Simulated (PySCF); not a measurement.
**Telling isomers of C₆H₁₂N₂ apart by NMR**

Theoretical values (PySCF 2.14): NMR shieldings at PBE0/pcSseg-1/GIAO, geometry from GFN2-xTB. Isolated molecule, relativity neglected, single conformer, one averaged value for each set of equivalent atoms.

Shifts are taken against calculated references (same method and geometry level): 1H (σ = 31.72 ppm) and 13C (σ = 186.93 ppm) vs TMS. Where no couplings were computed, multiplicities follow the n + 1 count of equivalent neighbours, and m marks all less simple cases (inequivalent or close neighbours, rings, F or P nearby). Shifts are as computed. Against solution values, carbons near 30 ppm lie about +3 ppm off and those near 130 ppm about +5 ppm. Of 1211 compounds with measured shifts, 218 miss one by over three times the rms of a fit or turn the order of signals round; such compounds aren't used in these exercises.

(1) Tabulate the signals of `CC/C=N\N=C/CC`, `C=CCN(C)/N=C\C` and their relative energies.

(2) What is the quickest way to tell CC/C=N\N=C/CC from C=CCN(C)/N=C\C?

Results:

(1) 
```tsv
SMILES	carbon types	δC	δH	E rel. (kcal/mol)
CC/C=N\N=C/CC	2×CH 2×CH2 2×CH3	131.4, 22.7, 13.2	6.19 (t, 2H), 1.95 (m, 4H), 1.11 (t, 6H)	0.0
C=CCN(C)/N=C\C	2×CH 2×CH2 2×CH3	149.8, 122.5, 120.0, 57.6, 49.6, 18.6	6.74 (m, 1H), 5.88 (q, 1H), 5.53 (m, 1H), 5.49 (m, 1H), 4.03 (d, 2H), 3.35 (s, 3H), 2.00 (d, 3H)	18.0
```

Energies are electronic energies at PBE0/pcSseg-1 on these geometries, without zero-point or thermal terms, each for the one conformer computed, which needn't be the lowest.

(2) Count the carbon signals: 3 against 6. The first has an sp3 CH2 at 22.7 ppm, the second a terminal =CH2 carbon at 122.5 ppm. Their most deshielded carbons lie at 131.4 and 149.8 ppm. In the proton spectra the most deshielded non-exchanging signals are 6.19 (t, 2H) and 6.74 (m, 1H).
